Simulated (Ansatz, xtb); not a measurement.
Molecule: BH, net charge 1, doublet state. 
Geometry from a B3LYP-D3(BJ)/def2-TZVP (Ansatz, a program for electronic structure) optimisation:
```xyz
2

B      0.0000     0.0000    -0.2007
H      0.0000     0.0000     1.0036
```
Charge +1, spin multiplicity 2.

Harmonic wavenumbers from GFN2-xTB (xtb, at its own minimum), cm⁻¹: 2373.

Question: Give the harmonic wavenumbers at B3LYP-D3(BJ)/def2-TZVP (Ansatz, finite differences of forces, unscaled).

Answer: 2539 cm⁻¹. Zero-point energy 3.6 kcal/mol.

Question: From these and the geometry, give the ideal-gas thermochemistry at 298.15 K and 1 atm (rigid rotor, harmonic oscillator).

Answer: Point group C∞v, rotational symmetry number 1. Rotational constants 377.9, 377.9 GHz. S(trans) 33.35, S(rot) 7.55, S(vib) 0.00, S(elec, spin only) 1.38, S 42.3 cal/(mol K). H(298) - H(0) 2.07 kcal/mol; G - E(el) -6.9 kcal/mol.
